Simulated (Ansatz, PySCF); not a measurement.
1-silylprop-2-en-1-one (C3H6OSi), SMILES C=CC(=O)[SiH3]. Atoms are numbered in the order given.

```xyz
11

C     -2.4867     0.0479    -0.1552
C     -1.2652    -0.4130    -0.4432
C     -0.0505     0.2154     0.1682
O     -0.1357     1.1552     0.9377
Si     1.7299    -0.4265    -0.2262
H     -2.5942     0.8923     0.5341
H     -3.3905    -0.3918    -0.5871
H     -1.1160    -1.2553    -1.1277
H      1.7057    -1.5769    -1.1776
H      2.4987     0.7012    -0.8202
H      2.3561    -0.8478     1.0567
```

The structure is a stationary point at ωB97X-D3(BJ)/def2-SVP. Other conformers were not sampled.

Two levels are set side by side: PBE-D3(BJ)/def2-SVP (Ansatz, a first-principles code) and ωB97X-D3(BJ)/def2-SVP (PySCF). Each level has its own optimised geometry; the coordinates shown are those of the second. Frequencies come from the Hessian of PySCF at each geometry. Differences are taken from unrounded values.

```
quantity                            ωB97X-D3(BJ)
----------------------------------  ------------
mean bond length (Å)                       1.374
bond C1–C2 (Å)                             1.337
bond C2–C3 (Å)                             1.498
bond C3–O4 (Å)                             1.218
bond C3–Si5 (Å)                            1.933
bond C1–H6 (Å)                             1.095
bond C1–H7 (Å)                             1.094
bond C2–H8 (Å)                             1.096
bond Si5–H9 (Å)                            1.493
bond Si5–H10 (Å)                           1.488
bond Si5–H11 (Å)                           1.488
highest harmonic wavenumber (cm⁻¹)          3283
mean harmonic wavenumber (cm⁻¹)             1259
zero-point energy (kcal/mol)               48.58
```

Task: What does PBE-D3(BJ) give, and how far is it from ωB97X-D3(BJ)? (The exact figures need the calculation; the answer reports its results.)

Result: 
```csv
quantity,PBE-D3(BJ),PBE-D3(BJ) minus ωB97X-D3(BJ)
mean bond length (Å),1.385,0.010
bond C1–C2 (Å),1.349,0.012
bond C2–C3 (Å),1.496,-0.002
bond C3–O4 (Å),1.229,0.012
bond C3–Si5 (Å),1.952,0.019
bond C1–H6 (Å),1.103,0.008
bond C1–H7 (Å),1.101,0.007
bond C2–H8 (Å),1.103,0.008
bond Si5–H9 (Å),1.507,0.014
bond Si5–H10 (Å),1.502,0.014
bond Si5–H11 (Å),1.502,0.014
highest harmonic wavenumber (cm⁻¹),3183,-100
mean harmonic wavenumber (cm⁻¹),1201,-58
zero-point energy (kcal/mol),46.34,-2.23
```

Exact exchange shortens and stiffens bonds; PBE has none. Differences between two approximate levels are no errors against the true value.
